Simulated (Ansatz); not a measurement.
C₅H₁₃O₃Si (SMILES CCO[Si](C)([O])OCC), doublet, at a GFN2-xTB geometry; CCSD(T)/STO-3G (Ansatz, an electronic-structure program).

Here is a job for Ansatz.
Ansatz 0.2 input:
```yaml
crystal:
  periodic: [false, false, false]
  atoms:
    - {symbol: C, position_ang: [2.95893654, 0.38689636, 0.63473230]}
    - {symbol: C, position_ang: [1.69263355, 1.15549515, 0.98434256]}
    - {symbol: O, position_ang: [0.52673530, 0.40969354, 0.77593955]}
    - {symbol: Si, position_ang: [0.02485384, -0.27257405, -0.62496166]}
    - {symbol: C, position_ang: [0.58416436, -2.20764428, -0.32958892]}
    - {symbol: O, position_ang: [0.61384821, 0.03320750, -2.00139191]}
    - {symbol: O, position_ang: [-1.57080562, -0.53350328, -0.43573956]}
    - {symbol: C, position_ang: [-2.45533194, -0.11798617, 0.56287740]}
    - {symbol: C, position_ang: [-2.56361505, 1.39653957, 0.64998372]}
    - {symbol: H, position_ang: [3.83114492, 0.99586567, 0.85512287]}
    - {symbol: H, position_ang: [3.01227456, -0.53263596, 1.21271682]}
    - {symbol: H, position_ang: [2.94846709, 0.14346386, -0.42371502]}
    - {symbol: H, position_ang: [1.64586651, 2.06705104, 0.37760184]}
    - {symbol: H, position_ang: [1.69488402, 1.43071731, 2.04558358]}
    - {symbol: H, position_ang: [1.62611951, -2.25967722, -0.59298640]}
    - {symbol: H, position_ang: [0.39468657, -2.42592751, 0.70846750]}
    - {symbol: H, position_ang: [-0.03920568, -2.77063351, -1.00169045]}
    - {symbol: H, position_ang: [-3.42587355, -0.55939607, 0.30615436]}
    - {symbol: H, position_ang: [-2.13880731, -0.52060528, 1.53356867]}
    - {symbol: H, position_ang: [-2.84308328, 1.80121798, -0.31916021]}
    - {symbol: H, position_ang: [-3.31085018, 1.67566247, 1.38813488]}
    - {symbol: H, position_ang: [-1.60252520, 1.81594797, 0.93511761]}
basis:
  gaussian:
    orbitals: STO-3G
magnetization: {spin_polarized: true, initial_magnetization: 1}
correlation: {method: ccsd_t}
```

Output, abridged:

```
Functional definition: HF
862 factors; integrals over basis functions are off by at most 4.4e-5 eV
mean field evaluation 1: about -19084.2371 eV, gradient 3.0e1 eV
mean field evaluation 2: about -19084.6765 eV, gradient 3.0e1 eV
mean field evaluation 4: about -19093.8502 eV, gradient 6.2e0 eV
mean field evaluation 8: about -19095.5274 eV, gradient 8.0e-1 eV
mean field evaluation 16: about -19095.5706 eV, gradient 1.3e-6 eV
mean field evaluation 32: about -19095.5700 eV, gradient 6.6e-2 eV
mean field evaluation 64: about -19095.5728 eV, gradient 2.4e-1 eV
mean field evaluation 96: about -19095.2008 eV, gradient 1.1e-1 eV
mean field evaluation 128: about -19095.5706 eV, gradient 6.7e-4 eV
mean field -19095.57061014 eV, -701.7492764800 hartree, gradient 1.4e-6 eV, S^2 0.759766; 6 other end points of the search recorded, 0 dependent functions left out
determinant -19095.57061014 eV, -701.7492764800 hartree, with singles and doubles -19108.68205207 eV, -702.2311130836 hartree
determinant -19095.18834763 eV, -701.7352285917 hartree, with singles and doubles -19108.20737816 eV, -702.2136691391 hartree
determinant -19095.57061014 eV, -701.7492764800 hartree, with singles and doubles -19108.68557228 eV, -702.2312424490 hartree
determinant -19095.18834763 eV, -701.7352285917 hartree, with singles and doubles -19108.20883196 eV, -702.2137225656 hartree
13 core orbitals not correlated
reference -19095.57061014 eV, -701.7492764800 hartree; 28, 27 occupied and 21, 22 virtual orbitals, 862 factors
second order -10.07442152 eV of doubles, -0.00000000 eV of singles
cycle   1  -13.11495356 eV  change    8.6e-6 eV  update   4.4e-6
perturbative correction -0.21857508 eV, -0.0080324861 hartree
Total energy: -19108.90413878 eV, -702.2392746198 hartree
```
